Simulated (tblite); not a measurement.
A geometry optimisation, step by step.

C3H4F4S (charge +1 and doublet state).
SMILES with atom numbers: `[CH3:1][S+:2][C@@H:3]([F:4])[C:5]([F:6])([F:7])[F:8]` (hydrogens: H9, H10, H11 on C1; H12 on C3)

Computed with GFN2-xTB (tblite), gas phase: L-BFGS steps from a force-field or distance-geometry start until the largest atomic force falls under 0.01 eV/Å. 13 of its 126 geometries are shown.

Step 0: E = -818.4844 eV, largest atomic force 2.575 eV/Å
```
atom  x, y, z in Å  |  force x, y, z in eV/Å
C1      2.277    0.180   -0.013   -0.835   0.816  -0.241
S2      0.625    0.898    0.381    1.746   0.512  -0.119
C3     -0.589   -0.397    0.082   -0.027  -1.032  -1.108
F4     -0.430   -1.390    0.973    0.260  -0.238  -0.078
C5     -1.974    0.185    0.217   -2.285   0.722  -0.089
F6     -2.933   -0.790   -0.025    1.560   1.910   0.740
F7     -2.134    1.161   -0.781    0.178  -1.338   1.840
F8     -2.105    0.757    1.474   -0.289  -0.803  -2.177
H9      2.341   -0.047   -1.107   -0.043   0.187   0.754
H10     3.008    0.973    0.270   -0.470  -0.641  -0.235
H11     2.443   -0.742    0.539    0.009  -0.062   0.053
H12    -0.528   -0.788   -0.976    0.195  -0.034   0.661
```

Step 10: E = -818.9561 eV, largest atomic force 0.189 eV/Å
```
atom  x, y, z in Å  |  force x, y, z in eV/Å
C1      2.227    0.197   -0.002   -0.050  -0.014   0.002
S2      0.664    0.947    0.352   -0.004   0.090  -0.042
C3     -0.576   -0.420    0.048    0.185   0.025   0.028
F4     -0.337   -1.407    0.925    0.008   0.012   0.073
C5     -2.004    0.192    0.215    0.113  -0.085  -0.019
F6     -2.929   -0.722    0.025   -0.038   0.014  -0.007
F7     -2.131    1.152   -0.707    0.000  -0.021   0.011
F8     -2.162    0.750    1.407    0.058  -0.055  -0.029
H9      2.307   -0.038   -1.069   -0.024  -0.022   0.015
H10     3.004    0.921    0.257   -0.058  -0.054   0.014
H11     2.389   -0.737    0.548   -0.097   0.017   0.011
H12    -0.453   -0.835   -0.964   -0.092   0.096  -0.056
```

Step 21: E = -818.9877 eV, largest atomic force 0.127 eV/Å
```
atom  x, y, z in Å  |  force x, y, z in eV/Å
C1      2.163    0.191    0.010    0.039  -0.004  -0.007
S2      0.638    1.033    0.263   -0.022   0.067  -0.058
C3     -0.533   -0.392    0.029    0.067   0.001  -0.004
F4     -0.214   -1.355    0.906    0.010  -0.040   0.037
C5     -1.965    0.169    0.226   -0.062   0.012  -0.012
F6     -2.890   -0.742    0.028    0.001   0.020  -0.015
F7     -2.095    1.144   -0.685   -0.118   0.008   0.045
F8     -2.115    0.707    1.427   -0.002  -0.012  -0.010
H9      2.263   -0.076   -1.046    0.050  -0.033  -0.050
H10     2.981    0.856    0.281    0.050   0.023   0.044
H11     2.211   -0.737    0.585    0.018  -0.050   0.050
H12    -0.442   -0.798   -0.991   -0.031   0.008  -0.021
```

Step 31: E = -819.0181 eV, largest atomic force 0.100 eV/Å
```
atom  x, y, z in Å  |  force x, y, z in eV/Å
C1      2.182    0.164    0.027    0.026  -0.006  -0.003
S2      0.677    1.092    0.020   -0.011   0.015  -0.014
C3     -0.529   -0.314   -0.031   -0.003  -0.055  -0.053
F4     -0.156   -1.244    0.862    0.004  -0.023   0.018
C5     -1.984    0.174    0.246   -0.007  -0.014   0.023
F6     -2.836   -0.809    0.041   -0.013   0.043   0.017
F7     -2.258    1.172   -0.597    0.048  -0.030   0.054
F8     -2.107    0.621    1.484   -0.016   0.041   0.005
H9      2.405   -0.157   -0.997    0.029  -0.028  -0.027
H10     3.001    0.798    0.360   -0.014   0.095   0.028
H11     2.114   -0.729    0.649   -0.015  -0.035   0.041
H12    -0.507   -0.769   -1.033   -0.029  -0.004  -0.089
```

Step 42: E = -819.0443 eV, largest atomic force 0.189 eV/Å
```
atom  x, y, z in Å  |  force x, y, z in eV/Å
C1      2.189    0.167    0.053    0.010   0.025   0.026
S2      0.669    1.028   -0.244    0.067   0.016  -0.032
C3     -0.553   -0.349   -0.120   -0.074  -0.051  -0.083
F4     -0.094   -1.294    0.711   -0.126  -0.008  -0.002
C5     -1.971    0.179    0.293    0.071   0.023   0.015
F6     -2.870   -0.766    0.115   -0.004   0.030   0.030
F7     -2.254    1.211   -0.503   -0.005  -0.010  -0.031
F8     -2.008    0.603    1.542    0.089  -0.049   0.036
H9      2.608   -0.236   -0.882   -0.106   0.130   0.087
H10     2.891    0.902    0.449    0.085  -0.020  -0.043
H11     2.068   -0.666    0.747   -0.023   0.001   0.034
H12    -0.674   -0.779   -1.128    0.015  -0.087  -0.036
```

Step 52: E = -819.0838 eV, largest atomic force 0.155 eV/Å
```
atom  x, y, z in Å  |  force x, y, z in eV/Å
C1      2.147    0.214    0.130    0.003   0.008  -0.015
S2      0.659    0.899   -0.549    0.082   0.062   0.004
C3     -0.587   -0.441   -0.287   -0.050  -0.011   0.032
F4     -0.100   -1.405    0.503   -0.034   0.022  -0.029
C5     -1.891    0.189    0.322   -0.008  -0.013   0.030
F6     -2.889   -0.665    0.251    0.024   0.030   0.023
F7     -2.187    1.274   -0.390   -0.044   0.011  -0.057
F8     -1.704    0.557    1.576    0.054  -0.031   0.061
H9      2.719   -0.236   -0.694   -0.025  -0.049   0.110
H10     2.767    1.021    0.534   -0.137   0.011  -0.071
H11     1.946   -0.535    0.896    0.031  -0.037  -0.047
H12    -0.878   -0.873   -1.258    0.105  -0.004  -0.044
```

Step 62: E = -819.1100 eV, largest atomic force 0.080 eV/Å
```
atom  x, y, z in Å  |  force x, y, z in eV/Å
C1      2.050    0.244    0.189   -0.007   0.021  -0.038
S2      0.686    0.770   -0.812    0.060  -0.041   0.033
C3     -0.611   -0.491   -0.436    0.076  -0.023  -0.013
F4     -0.110   -1.491    0.300    0.010  -0.001  -0.032
C5     -1.781    0.195    0.349   -0.066   0.018   0.036
F6     -2.829   -0.596    0.405    0.040   0.028   0.049
F7     -2.115    1.324   -0.268   -0.019  -0.005  -0.044
F8     -1.372    0.497    1.573   -0.028  -0.024   0.016
H9      2.777   -0.279   -0.447   -0.021   0.020   0.028
H10     2.548    1.144    0.562   -0.003  -0.058   0.003
H11     1.755   -0.423    0.999   -0.001   0.054  -0.003
H12    -0.998   -0.895   -1.383   -0.041   0.011  -0.035
```

Step 73: E = -819.1218 eV, largest atomic force 0.025 eV/Å
```
atom  x, y, z in Å  |  force x, y, z in eV/Å
C1      1.949    0.278    0.239   -0.003  -0.005   0.009
S2      0.734    0.627   -0.998   -0.015   0.000   0.010
C3     -0.625   -0.538   -0.554    0.002   0.004  -0.010
F4     -0.133   -1.602    0.096    0.016  -0.004   0.004
C5     -1.661    0.193    0.374    0.011   0.017   0.006
F6     -2.724   -0.550    0.566   -0.004  -0.014   0.007
F7     -2.015    1.342   -0.191   -0.015  -0.011  -0.005
F8     -1.087    0.463    1.542    0.003   0.011  -0.002
H9      2.773   -0.285   -0.216   -0.007  -0.019   0.014
H10     2.373    1.230    0.567    0.014   0.008   0.004
H11     1.552   -0.290    1.081    0.008   0.006  -0.018
H12    -1.133   -0.868   -1.473   -0.010   0.007  -0.018
```

Step 83: E = -819.1249 eV, largest atomic force 0.104 eV/Å
```
atom  x, y, z in Å  |  force x, y, z in eV/Å
C1      1.957    0.276    0.245    0.067  -0.050   0.051
S2      0.725    0.686   -0.958    0.039  -0.009   0.032
C3     -0.618   -0.516   -0.556   -0.004   0.020  -0.016
F4     -0.109   -1.582    0.076   -0.015  -0.007   0.012
C5     -1.677    0.185    0.370    0.007   0.039   0.030
F6     -2.704   -0.598    0.594    0.008  -0.029  -0.013
F7     -2.089    1.302   -0.221    0.012  -0.031   0.025
F8     -1.106    0.509    1.527   -0.004   0.005  -0.051
H9      2.739   -0.343   -0.215   -0.058   0.005  -0.043
H10     2.453    1.198    0.565   -0.092  -0.038  -0.031
H11     1.547   -0.280    1.090    0.016   0.073   0.001
H12    -1.116   -0.838   -1.485    0.024   0.022   0.003
```

Step 94: E = -819.1341 eV, largest atomic force 0.039 eV/Å
```
atom  x, y, z in Å  |  force x, y, z in eV/Å
C1      1.956    0.256    0.283    0.019  -0.006   0.006
S2      0.736    0.792   -0.879    0.003   0.000   0.016
C3     -0.598   -0.450   -0.593    0.003  -0.009  -0.007
F4     -0.087   -1.550   -0.021    0.007   0.011  -0.008
C5     -1.685    0.167    0.361   -0.001  -0.004  -0.019
F6     -2.570   -0.738    0.705    0.009   0.018  -0.018
F7     -2.284    1.173   -0.259    0.003  -0.002   0.013
F8     -1.090    0.641    1.454   -0.013  -0.017   0.015
H9      2.595   -0.508   -0.177   -0.015  -0.004   0.015
H10     2.587    1.110    0.536   -0.004   0.005  -0.038
H11     1.507   -0.180    1.177    0.000   0.008   0.012
H12    -1.067   -0.714   -1.553   -0.012   0.000   0.012
```

Step 104: E = -819.1396 eV, largest atomic force 0.159 eV/Å
```
atom  x, y, z in Å  |  force x, y, z in eV/Å
C1      1.970    0.260    0.290    0.122  -0.061   0.054
S2      0.725    0.859   -0.810   -0.044   0.030  -0.037
C3     -0.588   -0.420   -0.589    0.040  -0.090  -0.047
F4     -0.046   -1.513   -0.030   -0.057  -0.015   0.010
C5     -1.711    0.146    0.353   -0.041  -0.009  -0.107
F6     -2.590   -0.785    0.648    0.109   0.100   0.009
F7     -2.316    1.157   -0.258    0.036  -0.048   0.056
F8     -1.144    0.605    1.466   -0.077  -0.029   0.080
H9      2.483   -0.606   -0.158   -0.074   0.079   0.069
H10     2.703    1.059    0.437   -0.096  -0.089  -0.002
H11     1.548   -0.076    1.246    0.049   0.082  -0.127
H12    -1.032   -0.686   -1.562    0.031   0.051   0.043
```

Step 115: E = -819.1547 eV, largest atomic force 0.044 eV/Å
```
atom  x, y, z in Å  |  force x, y, z in eV/Å
C1      1.942    0.303    0.292    0.021  -0.010   0.000
S2      0.729    0.834   -0.878   -0.015   0.012   0.015
C3     -0.576   -0.443   -0.616   -0.014  -0.009  -0.003
F4     -0.036   -1.548   -0.081    0.005   0.012  -0.003
C5     -1.673    0.116    0.361    0.000  -0.020   0.003
F6     -2.629   -0.763    0.541    0.002  -0.009  -0.012
F7     -2.178    1.230   -0.148   -0.009   0.018   0.002
F8     -1.112    0.405    1.533    0.020   0.012  -0.011
H9      2.344   -0.677    0.007    0.005   0.028   0.030
H10     2.742    1.043    0.314   -0.017  -0.037  -0.016
H11     1.497    0.189    1.287    0.009   0.005  -0.001
H12    -1.049   -0.689   -1.579   -0.005  -0.002  -0.004
```

Step 125: E = -819.1577 eV, largest atomic force 0.004 eV/Å
```
atom  x, y, z in Å  |  force x, y, z in eV/Å
C1      1.933    0.310    0.312   -0.002  -0.003   0.002
S2      0.735    0.851   -0.867   -0.003  -0.001   0.002
C3     -0.575   -0.430   -0.647    0.000   0.000  -0.002
F4     -0.037   -1.557   -0.157    0.000   0.001  -0.002
C5     -1.662    0.094    0.360   -0.002   0.001  -0.002
F6     -2.592   -0.809    0.550    0.001  -0.001   0.001
F7     -2.203    1.204   -0.123    0.002   0.001   0.003
F8     -1.079    0.384    1.522   -0.002   0.000  -0.003
H9      2.222   -0.731    0.133    0.003   0.000   0.001
H10     2.799    0.965    0.241    0.002   0.001   0.000
H11     1.516    0.355    1.326    0.000   0.001  -0.003
H12    -1.055   -0.636   -1.616    0.000  -0.001   0.003
```

Question: Summarise the path.

Answer: The energy falls by 64.96 kJ/mol from step 0 to step 125; nine tenths of that is first reached at step 54. It rises by more than 0.2 meV at steps 51 and 90. The largest force goes from 2.575 to 0.004 eV/Å. Among the bonds C5–F7 changes most, from 1.406 to 1.326 Å; the atoms move by 0.974 Å rms after alignment.

Question: Follow the three bonds and two angles with the largest change from start to end.

Answer: 
```json
{"step": "0", "E above end (kJ/mol)": "64.96", "largest force (eV/Å)": "2.575", "C5–F7 (Å)": "1.406", "C5–F6 (Å)": "1.388", "C1–S2 (Å)": "1.844", "C1–S2–C3 (°)": "106.8", "C5–C3–H12 (°)": "105.5"}
{"step": "5", "E above end (kJ/mol)": "21.66", "largest force (eV/Å)": "0.316", "C5–F7 (Å)": "1.336", "C5–F6 (Å)": "1.318", "C1–S2 (Å)": "1.762", "C1–S2–C3 (°)": "105.1", "C5–C3–H12 (°)": "107.3"}
{"step": "11", "E above end (kJ/mol)": "19.10", "largest force (eV/Å)": "0.283", "C5–F7 (Å)": "1.338", "C5–F6 (Å)": "1.314", "C1–S2 (Å)": "1.767", "C1–S2–C3 (°)": "103.8", "C5–C3–H12 (°)": "110.5"}
{"step": "16", "E above end (kJ/mol)": "17.21", "largest force (eV/Å)": "0.147", "C5–F7 (Å)": "1.340", "C5–F6 (Å)": "1.311", "C1–S2 (Å)": "1.768", "C1–S2–C3 (°)": "100.3", "C5–C3–H12 (°)": "108.5"}
{"step": "22", "E above end (kJ/mol)": "16.24", "largest force (eV/Å)": "0.130", "C5–F7 (Å)": "1.341", "C5–F6 (Å)": "1.313", "C1–S2 (Å)": "1.759", "C1–S2–C3 (°)": "99.1", "C5–C3–H12 (°)": "109.0"}
{"step": "27", "E above end (kJ/mol)": "14.91", "largest force (eV/Å)": "0.187", "C5–F7 (Å)": "1.336", "C5–F6 (Å)": "1.314", "C1–S2 (Å)": "1.769", "C1–S2–C3 (°)": "98.9", "C5–C3–H12 (°)": "108.2"}
{"step": "33", "E above end (kJ/mol)": "13.31", "largest force (eV/Å)": "0.086", "C5–F7 (Å)": "1.332", "C5–F6 (Å)": "1.317", "C1–S2 (Å)": "1.767", "C1–S2–C3 (°)": "99.3", "C5–C3–H12 (°)": "108.1"}
{"step": "38", "E above end (kJ/mol)": "12.60", "largest force (eV/Å)": "0.120", "C5–F7 (Å)": "1.337", "C5–F6 (Å)": "1.317", "C1–S2 (Å)": "1.771", "C1–S2–C3 (°)": "100.2", "C5–C3–H12 (°)": "108.1"}
{"step": "43", "E above end (kJ/mol)": "10.70", "largest force (eV/Å)": "0.176", "C5–F7 (Å)": "1.331", "C5–F6 (Å)": "1.315", "C1–S2 (Å)": "1.765", "C1–S2–C3 (°)": "101.4", "C5–C3–H12 (°)": "105.8"}
{"step": "49", "E above end (kJ/mol)": "7.93", "largest force (eV/Å)": "0.143", "C5–F7 (Å)": "1.334", "C5–F6 (Å)": "1.312", "C1–S2 (Å)": "1.775", "C1–S2–C3 (°)": "103.2", "C5–C3–H12 (°)": "106.3"}
{"step": "54", "E above end (kJ/mol)": "6.29", "largest force (eV/Å)": "0.170", "C5–F7 (Å)": "1.334", "C5–F6 (Å)": "1.317", "C1–S2 (Å)": "1.771", "C1–S2–C3 (°)": "103.1", "C5–C3–H12 (°)": "107.5"}
{"step": "60", "E above end (kJ/mol)": "5.05", "largest force (eV/Å)": "0.077", "C5–F7 (Å)": "1.330", "C5–F6 (Å)": "1.312", "C1–S2 (Å)": "1.771", "C1–S2–C3 (°)": "102.7", "C5–C3–H12 (°)": "109.5"}
{"step": "65", "E above end (kJ/mol)": "4.17", "largest force (eV/Å)": "0.100", "C5–F7 (Å)": "1.329", "C5–F6 (Å)": "1.313", "C1–S2 (Å)": "1.771", "C1–S2–C3 (°)": "102.7", "C5–C3–H12 (°)": "109.2"}
{"step": "71", "E above end (kJ/mol)": "3.51", "largest force (eV/Å)": "0.050", "C5–F7 (Å)": "1.329", "C5–F6 (Å)": "1.311", "C1–S2 (Å)": "1.770", "C1–S2–C3 (°)": "102.5", "C5–C3–H12 (°)": "109.4"}
{"step": "76", "E above end (kJ/mol)": "3.44", "largest force (eV/Å)": "0.026", "C5–F7 (Å)": "1.328", "C5–F6 (Å)": "1.312", "C1–S2 (Å)": "1.769", "C1–S2–C3 (°)": "102.1", "C5–C3–H12 (°)": "109.0"}
{"step": "82", "E above end (kJ/mol)": "3.27", "largest force (eV/Å)": "0.084", "C5–F7 (Å)": "1.329", "C5–F6 (Å)": "1.311", "C1–S2 (Å)": "1.769", "C1–S2–C3 (°)": "102.0", "C5–C3–H12 (°)": "109.0"}
{"step": "87", "E above end (kJ/mol)": "2.68", "largest force (eV/Å)": "0.096", "C5–F7 (Å)": "1.327", "C5–F6 (Å)": "1.312", "C1–S2 (Å)": "1.770", "C1–S2–C3 (°)": "101.8", "C5–C3–H12 (°)": "108.7"}
{"step": "92", "E above end (kJ/mol)": "2.33", "largest force (eV/Å)": "0.043", "C5–F7 (Å)": "1.324", "C5–F6 (Å)": "1.311", "C1–S2 (Å)": "1.767", "C1–S2–C3 (°)": "101.2", "C5–C3–H12 (°)": "109.3"}
{"step": "98", "E above end (kJ/mol)": "2.19", "largest force (eV/Å)": "0.041", "C5–F7 (Å)": "1.324", "C5–F6 (Å)": "1.311", "C1–S2 (Å)": "1.769", "C1–S2–C3 (°)": "101.0", "C5–C3–H12 (°)": "108.6"}
{"step": "103", "E above end (kJ/mol)": "2.00", "largest force (eV/Å)": "0.103", "C5–F7 (Å)": "1.324", "C5–F6 (Å)": "1.312", "C1–S2 (Å)": "1.766", "C1–S2–C3 (°)": "101.2", "C5–C3–H12 (°)": "108.6"}
{"step": "109", "E above end (kJ/mol)": "0.90", "largest force (eV/Å)": "0.251", "C5–F7 (Å)": "1.329", "C5–F6 (Å)": "1.312", "C1–S2 (Å)": "1.767", "C1–S2–C3 (°)": "101.0", "C5–C3–H12 (°)": "108.2"}
{"step": "114", "E above end (kJ/mol)": "0.32", "largest force (eV/Å)": "0.051", "C5–F7 (Å)": "1.325", "C5–F6 (Å)": "1.310", "C1–S2 (Å)": "1.766", "C1–S2–C3 (°)": "100.6", "C5–C3–H12 (°)": "108.8"}
{"step": "120", "E above end (kJ/mol)": "0.05", "largest force (eV/Å)": "0.035", "C5–F7 (Å)": "1.325", "C5–F6 (Å)": "1.310", "C1–S2 (Å)": "1.767", "C1–S2–C3 (°)": "100.8", "C5–C3–H12 (°)": "108.9"}
{"step": "125", "E above end (kJ/mol)": "0.00", "largest force (eV/Å)": "0.004", "C5–F7 (Å)": "1.326", "C5–F6 (Å)": "1.311", "C1–S2 (Å)": "1.767", "C1–S2–C3 (°)": "100.9", "C5–C3–H12 (°)": "109.0"}
```

The cost below is that of the whole relaxation. On an Arm Neoverse V2 with one thread, no GPU (shared host), this took 0.57 s wall.
